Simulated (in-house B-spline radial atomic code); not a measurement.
How numerical settings move a run on Ru III (Ru2+), [Kr] 4d6. Computed with an all-electron radial atomic-structure program (B-spline basis): Dirac-Kohn-Sham PBE, spherical fractional occupations, Fermi nucleus of rms radius 4.4809 fm.

Command:
```bash
python run_scf.py task.json out
```
Settings of the sound reference run:
```
Z                44
electrons        42
configuration    [Kr] 4d6
hamiltonian      dirac
method           pbe,pbe
spin_polarised   False
nucleus          fermi
rms_radius       4.4809
mass_number      102
atomic_mass      101.9043
speed_of_light   137.036
knot_spacing     0.22
spline_order     8
gauss_points     12
box_radius       22.22
max_iterations   70
damping          0.5
damped_steps     3
diis_vectors     10
tolerance        1e-08
start            Thomas-Fermi
```

Time taken, with all properties: 1.1 s on 1 thread of Arm Neoverse V2, with other jobs on the host.

It converges in 10 iterations to -4530.528449 hartree, with 4d5/2 at -23.9847 eV. The other runs change the listed settings, some to values that make no sense; their results aren't properties of the atom or ion. Radii are in bohr (the nuclear one in fm), a minus after a letter asks for a j subshell, and «unchanged» means within 1e-8 hartree. The run stops when the residual is below 10 × tolerance × max(1, Z/10), or a noise floor if that is larger, and the energy moves by less than 1e-8 × √|E| hartree; so very loose and very tight tolerances often act alike.

```tsv
changed settings	outcome
max_iterations = 8	not converged after 8 iterations, last residual 1.7e-05, last energy +1.21e-08 hartree from the reference
max_iterations = 5	not converged after 5 iterations, last residual 6.1e-03, last energy +1.28e-03 hartree from the reference
diis_vectors = 1	not converged after 70 iterations, last residual 3.8e-01, last energy +5.18e+00 hartree from the reference
gauss_points = 5, max_iterations = 60, damping = 0.2	converged in 10 iterations, energy -4.70e-08 hartree from the reference, 4d5/2 level +2.5e-05 eV
max_iterations = 50, damping = 0.8, diis_vectors = 4, start = bare nucleus	converged in 12 iterations, energy unchanged, 4d5/2 level +1.8e-05 eV
max_iterations = 75, damped_steps = 30, start = bare nucleus	converged in 21 iterations, energy unchanged, 4d5/2 level +7.4e-06 eV
electrons = 45, configuration = [Kr] 4d6 5s3, max_iterations = 60	stopped with error: shell 5s holds at most 2 electrons
damping = 0.95	converged in 11 iterations, energy unchanged, 4d5/2 level +2.4e-05 eV
box_radius = 4.44, first_knot = 2.27e-06, max_iterations = 50, damping = 0	converged in 12 iterations, energy +2.41e-02 hartree from the reference, 4d5/2 level +6.7e-01 eV (the program warns: 4d5/2 reaches the box edge; 4s1/2 reaches the box edge)
diis_vectors = 2	converged in 13 iterations, energy unchanged, 4d5/2 level -1.2e-05 eV
damping = 0	converged in 11 iterations, energy unchanged, 4d5/2 level +2.6e-05 eV
diis_vectors = 20	converged in 10 iterations, energy unchanged
diis_vectors = 4	converged in 10 iterations, energy unchanged, 4d5/2 level +4.1e-06 eV
damping = 0.8	converged in 11 iterations, energy unchanged, 4d5/2 level +1.1e-05 eV
```

Question: What happens with max_iterations = 3?

Answer: Not converged after 3 iterations, last residual 5.6e-02, last energy +1.48e-01 hartree from the reference.

Question: What happens with electrons = 50, configuration = [Kr] 4d6 6s2 6p6, max_iterations = 75?

Answer: Converged in 20 iterations to -4530.0742 hartree, a different physical problem (warning: 6s1/2 has a positive eigenvalue: unbound, held by the box).

Question: What happens with method = hf, spin_polarised = True?

Answer: Stopped with error: spin polarisation is not served with the Dirac Hamiltonian.

Question: What happens with gauss_points = 8, first_knot = 2.27e-06, max_iterations = 60, start = bare nucleus?

Answer: Converged in 11 iterations, energy -1.44e-06 hartree from the reference, 4d5/2 level +2.6e-05 eV.
